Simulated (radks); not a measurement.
Excited configurations of Br XXIII: one electron is placed in a higher orbital outside [Ne] 3s2. The ground configuration is [Ne] 3s2 3p1. Method: Dirac Kohn-Sham, LDA (Slater exchange, Perdew-Wang correlation), spin-unpolarised, spherical densities, point nucleus; open shells fill j = l - 1/2 first; computed with a radial shooting solver on a logarithmic mesh with Libxc functionals. Excitation = E - E(ground); binding = E(ion) - E, where the ion is the core of charge +23; n* = 23/sqrt(2 binding) in atomic units. These energies are relativistic, and a one-electron ion of charge +23 with no core already has n* below n in this formula (Dirac formula, point nucleus: 4s1/2 3.988, 4d3/2 3.996, 4f5/2 3.998, 5s1/2 4.988, 6s1/2 5.988, 7s1/2 6.987). The quantum defect is therefore taken as that value minus n*, so that it holds no relativistic shift of the bare ion.

outer orbital  excitation (eV)  binding (eV)  quantum defect  <r> (bohr)
4s1/2                   433.73        536.94           0.327      0.8776
4d3/2                   489.63        481.04           0.128      0.8463
4f5/2                   509.80        460.87           0.046      0.7524
5s1/2                   639.43        331.24           0.327       1.420
6s1/2                   745.98        224.69           0.328       2.093
7s1/2                   808.25        162.42           0.331       2.895

The Delta-SCF ionisation energy is 970.67 eV (NIST Atomic Spectra Database: 963 eV, semi-empirical). Self-interaction in the functional shifts the binding energies and quantum defects, so they are the method's values and not measured ones. Spin polarisation and multiplet splitting are left out, so open shells lie too high by an amount that depends on their filling.

Beside tabulated values, note that spin-unpolarised runs miss the spin-polarisation part of the exchange energy of open shells.
